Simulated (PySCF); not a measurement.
HOS, SMILES O[S], multiplicity 2.

Geometry optimised at PBE0-D3(BJ)/def2-TZVPD.

Method: PySCF with B3LYP/def2-TZVPD.

Isolated molecule, no solvent.

### Question
Estimate the frontier levels, dipole moment and polarisability. (The exact figures need the calculation; the answer reports its results.)

### Answer

- α spin, highest occupied and lowest empty level = -6.91 and -1.25 eV
- β spin, highest occupied and lowest empty level = -6.62 and -3.91 eV
- dipole moment = 1.66 D
- quadrupole, principal values (traceless, Buckingham form, about the centre of nuclear charge) = -3.88, -0.61, 4.49 D·Å
- mean static polarisability = 27.5 bohr³ (4.08 Å³)
- polarisability, principal values = 23.0, 26.8, 32.8 bohr³
- ⟨S²⟩ = 0.754 (pure state 0.75)
